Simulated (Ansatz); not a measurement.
Isolated molecules relaxed with PBE0-D4/def2-TZVP in Ansatz; ΔE leaves out vibrations. CCSD(T)/CBS is the MP2 limit (def2-TZVPP, def2-QZVPP) plus CCSD(T) − MP2 in def2-TZVPP, frozen cores. This one scheme is used for every species. Functionals use def2-TZVPP. B3LYP here is the variant with VWN-RPA as its local correlation; programs differ in this. def2 core potentials past Kr. For Nb outer-core shells are correlated without core-valence functions, which leaves a few kJ/mol of doubt a bond. Each species was taken in one conformer, which may not be the lowest.

Consider the formal hydrolysis of the Nb–O bond: `C[O][Nb](=[O])([OH])[OH]` + H₂O → `[O]=[Nb]([OH])([OH])[OH]` + CH₃OH.

```tsv
level	ΔE (kJ/mol)
r2SCAN-D4	1.6
B3LYP-D4	3.4
r2SCAN	0.6
SCS-MP2/def2-QZVPP	5.9
```

(1) What does CCSD(T)/CBS give? (An estimate is asked.)

Largest T1 diagnostic among the species: 0.022, so the coupled-cluster value is less sure than usual.

## Answers

(1) The calculation gave: +5.5 kJ/mol. The listed levels differ from it by -3.9, -2.1, -4.9, 0.4 kJ/mol.

In def2-TZVPP, CCSD(T) changes the Hartree–Fock value by +8.6 kJ/mol (the triples alone add +2.1 kJ/mol) and MP2 by +11.6 kJ/mol. The D4 term adds +4.4 kJ/mol with B3LYP and +2.7 kJ/mol with PBE0; it sums over pairs of atoms, weighted by their polarisabilities, and B3LYP, whose exchange is more repulsive, gets the larger term. Leaving LDA and LC-ωPBE aside and taking each functional with its dispersion term where it has one, the values, not all of them listed here, spread over 5.1 kJ/mol, from ωB97X-V to BLYP-D4.

CCSD(T)/CBS has its own doubt, a few kJ/mol and more with outer-core shells, so smaller differences from it don't rank the levels.
